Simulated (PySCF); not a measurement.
Job file and geometry (Å, from GFN2-xTB) of an NMR shielding run on SMILES C(C)[C@H]1C=CC(C)=C1, C₈H₁₂, PySCF, GIAO PBE0/pcSseg-1 NMR shielding, non-relativistic, gas phase; density fitting, a coarse starting grid and PySCF grid level 2 are the driver's defaults:

```
$ OMP_NUM_THREADS=1 python probes_run.py task.json out

{"job": {"kind": "nmr", "xc": "PBE0", "basis": "pcSseg-1"}, "charge": 0, "multiplicity": 1}
C      2.630339     0.877201     0.517015
C      1.810550    -0.396622     0.356710
C      0.638322    -0.219702    -0.619167
C     -0.118812    -1.492719    -0.851925
C     -1.406811    -1.317341    -0.542700
C     -1.616714     0.051354    -0.090793
C     -2.947017     0.577983     0.324199
C     -0.441568     0.695502    -0.126447
H      2.024138     1.675434     0.936650
H      3.017322     1.207835    -0.444824
H      3.472437     0.702852     1.183106
H      1.414677    -0.706179     1.326073
H      2.453820    -1.197687    -0.014826
H      1.039698     0.153791    -1.569085
H      0.351748    -2.390174    -1.210266
H     -2.194017    -2.048295    -0.606076
H     -3.665066     0.471198    -0.488748
H     -2.878762     1.628762     0.595778
H     -3.325871     0.017420     1.179070
H     -0.263561     1.720064     0.143221
```

Q: Write the output of this run.

A: 
```
coarse grid: 16128 points
cycle   1  E = -311.5154757022  dE =  1.079e+00  |g| = 4.547e-01  |ddm| = 3.998e+00
cycle   2  E = -311.5130837100  dE =  2.392e-03  |g| = 4.788e-01  |ddm| = 9.712e-01
cycle   3  E = -311.5738697925  dE = -6.079e-02  |g| = 3.887e-02  |ddm| = 5.189e-01
cycle   4  E = -311.5740051015  dE = -1.353e-04  |g| = 3.050e-02  |ddm| = 7.482e-02
cycle   5  E = -311.5742336399  dE = -2.285e-04  |g| = 7.764e-03  |ddm| = 3.537e-02
cycle   6  E = -311.5742472783  dE = -1.364e-05  |g| = 2.174e-03  |ddm| = 8.019e-03
cycle   7  E = -311.5742483359  dE = -1.058e-06  |g| = 4.373e-04  |ddm| = 1.853e-03
final grid: 154128 points
cycle   8  E = -311.6235907185  dE = -4.662e-05  |g| = 8.663e-03  |ddm| = 4.638e-02
cycle   9  E = -311.6235871919  dE =  3.527e-06  |g| = 9.524e-03  |ddm| = 1.786e-02
cycle  10  E = -311.6236109257  dE = -2.373e-05  |g| = 7.380e-04  |ddm| = 9.381e-03
cycle  11  E = -311.6236110351  dE = -1.094e-07  |g| = 3.339e-04  |ddm| = 1.024e-03
cycle  12  E = -311.6236110618  dE = -2.672e-08  |g| = 1.048e-04  |ddm| = 3.663e-04
cycle  13  E = -311.6236110644  dE = -2.562e-09  |g| = 2.082e-05  |ddm| = 1.008e-04
cycle  14  E = -311.6236110645  dE = -9.345e-11  |g| = 5.428e-06  |ddm| = 2.234e-05
converged SCF energy = -311.6236110645

GIAO shielding tensors (ppm)
atom      isotropic    diamagn.    paramagn.     s11        s22        s33       span
  0 C      169.332     246.769     -77.437    158.473    162.850    186.674     28.200
  1 C      159.053     247.104     -88.051    150.344    156.757    170.057     19.713
  2 C      126.948     249.451    -122.504    119.002    126.591    135.251     16.249
  3 C       36.661     255.558    -218.897    -68.388     35.523    142.848    211.236
  4 C       46.405     252.686    -206.281    -55.421     56.863    137.772    193.193
  5 C       37.483     263.243    -225.761    -66.344     38.808    139.983    206.327
  6 C      168.649     243.965     -75.316    157.281    160.887    187.778     30.497
  7 C       47.538     255.037    -207.498    -54.562     52.758    144.419    198.981
  8 H       30.472      30.964      -0.492     25.340     30.125     35.952     10.612
  9 H       30.596      29.516       1.080     26.964     28.491     36.334      9.371
 10 H       30.376      27.657       2.719     25.783     27.514     37.832     12.049
 11 H       30.934      31.796      -0.862     26.315     30.653     35.834      9.519
 12 H       29.841      31.165      -1.324     23.721     29.890     35.912     12.191
 13 H       28.826      32.382      -3.556     25.819     26.627     34.032      8.213
 14 H       25.110      32.781      -7.671     23.467     24.684     27.177      3.710
 15 H       25.221      32.998      -7.778     23.787     24.228     27.647      3.860
 16 H       29.598      27.129       2.469     25.531     27.466     35.798     10.267
 17 H       29.536      28.967       0.569     24.819     29.159     34.629      9.810
 18 H       29.580      27.861       1.718     25.703     27.414     35.621      9.918
 19 H       25.227      35.420     -10.193     22.710     23.927     29.044      6.335
```

Q: Turn these shieldings into chemical shifts. Referencing at the same level of theory: 13C (186.93 ppm), 1H (31.72 ppm) against TMS.

A: Averaging equivalent atoms: C 3: 150.3; C 5: 149.4; C 4: 140.5; C 7: 139.4; C 2: 60.0; C 1: 27.9; C 6: 18.3; C 0: 17.6; H 14: 6.61; H 15: 6.50; H 19: 6.49; H 13: 2.89; H 16/17/18: 2.15; H 12: 1.88; H 8/9/10: 1.24; H 11: 0.78 ppm. 

Size and cost of the density-fitted run: 196 basis functions, 39 s wall time on 1 thread of an Arm Neoverse V1, shared host; peak memory 0.82 GiB.
